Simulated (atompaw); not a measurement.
**What one change does to a pseudopotential (calcium, PAW (atompaw))**

atompaw 4.2.0.5 input, output lines left out:

```
Ca 20
LDA-PW scalarrelativistic loggrid 1500 logderivrange -2 5 176
4 4 3 0 0 0
4 0 1.5
4 1 0.5
3 2 0
0 0 0
c
c
c
v
c
c
v
v
2
3.00 2.30 2.05 2.10
y
0.55
n
y
2.3
n
y
0.15
n
custom rrkj gramschmidtortho besselshape
3 1 troulliermartins
3.00
3.00
3.00
3.00
3.00
3.00
```

All-electron outer shells of the reference configuration (LDA (PW92), scalar-relativistic, ld1.x):

```csv
shell,level (eV),outermost node (bohr),outermost maximum (bohr)
3s,-47.53,0.45,0.99
3p,-28.68,0.42,1.04
4s,-4.22,1.43,3.29
3d,-2.70,–,1.27
4p,-1.73,1.62,4.34
```

Change: augmentation besselshape compensation charge, radius 2.30 bohr; PAW radius 3.00 bohr; waves and projectors: custom polynom vanderbiltortho.

Cutoffs: the cutoffs (Ry, on a coarse ladder) from which the occupation-weighted sum of valence levels, in a spherical-Bessel basis at the reference potential, stays within 10 and 1 mRy of its value at 400 Ry; they do not see the model core or the augmentation charge, which bear on the density cutoff.

Q: What does the change do?

A: Both files are so soft that the ladder of cutoffs tells neither apart; the bound ghosts move from s to p, s; the range in which the p phases agree widens (upper end 0.2 → at the end of the scan).

| quantity | base | changed |
| --- | --- | --- |
| cutoff, loose | 6 Ry | 6 Ry |
| cutoff, tight | 6 Ry | 6 Ry |
| bound ghosts | s | s, p |
| s: phases at 3.02 bohr within 0.05 rad from the reference energy up to (Ry; the scan ends near 5) | 3.1 | 3.4 |
| p: phases at 3.02 bohr within 0.05 rad from the reference energy up to (Ry; the scan ends near 5) | 0.2 | to the end of the scan |
| d: phases at 3.02 bohr within 0.05 rad from the reference energy up to (Ry; the scan ends near 5) | 1.0 | 1.5 |
| lowest overlap eigenvalue by channel | s 0.36, p 0.65, d 1.00 | s 0.19, p 0.41, d 0.94 |

 A true bound ghost makes a file unfit for plane-wave use even where its test errors are small: the radial tests pick states by their node count and pass the ghost by. The cutoffs see the waves, projectors and local potential, not the compensation charge or the core.
